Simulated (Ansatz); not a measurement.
Isomers of LiAg$_{12}$ (doublet), found by a short tight-binding search and relaxed with PBE-D4/def2-SVP in Ansatz.

In the def2 sets Ag takes a core potential; there is no spin–orbit coupling. LC-ωPBE has ω = 0.4 bohr⁻¹. Correlated methods freeze no core orbitals; core or outer-core shells of Li, Ag are correlated, in sets that lack core-valence functions. Single mean-field runs in def2-TZVP are fitted with def2-universal-jkfit.

Run but left out: HF/STO-3G, MP2/def2-TZVP (A: ⟨S²⟩ 0.94 to 6.78, where a pure state has 0.75).

A: At MP2/def2-TZVP the charge 0 doublet is spin-contaminated (final ⟨S²⟩ up to 0.94, 0.75 for a pure state). B: At MP2/def2-TZVP, LC-ωPBE/def2-TZVP the charge 0 doublet is spin-contaminated (final ⟨S²⟩ up to 0.99, 0.75 for a pure state).

Other spin states weren't relaxed.

A:

```xyz
13

Li    0.4004    1.6297   -1.7536
Ag    1.1338   -0.0959   -3.6328
Ag   -0.6534   -2.0085    0.9050
Ag   -3.1605   -1.2051   -0.3914
Ag   -0.4335    2.4937    2.0602
Ag   -1.2982   -0.5848   -2.3601
Ag    2.9867    0.9800   -1.6636
Ag   -2.6393   -0.6241    2.3175
Ag    2.0412   -1.4267    1.6165
Ag    0.0314   -0.0705    2.9168
Ag   -1.1657    0.6346    0.2162
Ag    1.1057   -0.9439   -0.9893
Ag    1.6514    1.2215    0.7586
```

B:

Cartesian coordinates in Å:
```
Li -1.032 2.430 -1.773
Ag 0.972 -2.105 -1.450
Ag 0.847 0.610 -1.099
Ag -0.847 -0.331 1.411
Ag -2.741 1.380 0.216
Ag 1.423 -2.028 1.235
Ag -0.197 2.474 0.728
Ag -1.525 -0.737 -1.336
Ag 1.754 0.659 1.687
Ag -1.097 -2.982 0.349
Ag 3.273 -0.528 -0.356
Ag 2.571 2.504 -0.210
Ag -3.402 -1.345 0.598
```

Question: Estimate their order by electronic energy at RPA@PBE/def2-TZVP, counted from the lowest.

Answer: B (0.0) < A (15.2), in kJ/mol.

Question: Do the other levels pick the same lowest one?

Answer: Not HF/def2-TZVP, PBE0-D4/def2-SVP, LC-ωPBE/def2-TZVP. Energies above each level's lowest (kJ/mol):

| level | A | B |
| --- | --- | --- |
| HF/def2-TZVP | 0.0 | 33.5 |
| PBE-D4/def2-SVP | 2.5 | 0.0 |
| PBE-D4/def2-TZVP | 4.8 | 0.0 |
| r2SCAN-D4/def2-TZVP | 8.6 | 0.0 |
| PBE0-D4/def2-SVP | 0.0 | 1.2 |
| PBE0-D4/def2-TZVP | 0.8 | 0.0 |
| LC-ωPBE/def2-TZVP | 0.0 | 8.1 |
| RPA@PBE/def2-TZVP | 15.2 | 0.0 |
Point groups (tolerance 0.1 Å): A not assigned, B not assigned. Lower isomers may exist.
